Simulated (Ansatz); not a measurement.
Hg₃H₁₂Se₃⁻. Charge -1, multiplicity 2. Geometry PBE-D4/def2-SVP, that of the neutral singlet.

```xyz
18

Se   -0.853    2.212   -0.230
Hg    2.329    3.116    0.783
Se    2.262   -0.341    0.657
Hg   -3.771    0.567   -1.097
Se   -1.399   -1.870   -0.462
Hg    1.420   -3.686    0.390
H    -1.538    3.178    0.665
H    -0.904    3.176   -1.358
H     2.853    3.209   -0.800
H     1.857    3.094    2.385
H     3.544   -0.467   -0.081
H     2.960   -0.511    1.956
H    -3.368    0.603   -2.718
H    -4.258    0.544    0.500
H    -1.678   -2.645   -1.698
H    -2.328   -2.726    0.318
H     0.946   -3.719    1.991
H     1.925   -3.735   -1.201
```

In the def2 sets Hg takes a core potential; there is no spin–orbit coupling. At PBE-D4/def2-SVP, r2SCANh-D4/def2-SVP, PBE0-D4/def2-SVP the highest occupied level of the charge -1 doublet lies above zero (up to 1.91 eV). By energy differences it is unbound by 0.59 eV (vertical, against the charge 0 singlet, at PBE0-D4/def2-SVP) and held by the finite basis. At PBE-D4/def2-SVP the gap within one spin of the charge -1 doublet nearly closes, so an electron or hole may be smeared out by delocalisation error. In the doublet geometry the species has come apart into loosely held pieces.

Problem. Estimate the α-spin orbital energies around the gap (eV) in Ansatz with PBE-D4/def2-SVP, r2SCANh-D4/def2-SVP, PBE0-D4/def2-SVP.

Solution. 
```
orbital  PBE-D4/def2-SVP  r2SCANh-D4/def2-SVP  PBE0-D4/def2-SVP
 HOMO−5            -3.42                -4.12             -4.41
 HOMO−4            -3.40                -4.09             -4.40
 HOMO−3            -2.84                -3.53             -4.28
 HOMO−2            -2.76                -3.44             -4.13
 HOMO−1            -2.70                -3.36             -3.95
   HOMO             1.89                 1.91              1.68
   LUMO             1.89                 2.29              2.36
 LUMO+1             1.92                 2.31              2.53
 LUMO+2             2.04                 2.53              2.59
 LUMO+3             2.30                 2.67              2.94
 LUMO+4             2.32                 2.77              3.06
 LUMO+5             2.55                 3.01              3.10
 β HOMO            -2.66                -3.33             -3.93
 β LUMO             1.97                 2.47              2.55
```
